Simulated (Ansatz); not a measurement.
A structure relaxed at r2SCAN-D4/def2-SVP in Ansatz, charge 0, doublet:

```xyz
6

Cr    2.854   -0.084    0.236
Cr   -1.459    1.087   -0.432
Cr   -0.558   -1.348    0.335
N    -2.047   -0.492   -0.034
N     0.908   -0.120    0.129
N     0.301    0.956   -0.234
```

(1) Give its formula and point group.

(2) Summarise the bond lengths by kind (pairs closer than 1.2 times the sum of covalent radii, bridged metal pairs left out).

## Answers

(1) Cr3N3. Point group Cs (tolerance 0.1 Å).

(2) 5 × Cr–N 1.73 to 1.95 Å; 1 × N–N 1.29 Å.

The charge 0 doublet is spin-contaminated (final ⟨S²⟩ up to 6.64, 0.75 for a pure state). Another isomer (doublet) lies 0.33 eV lower at PBE0-D4/def2-TZVP; other spin states weren't run for this one.
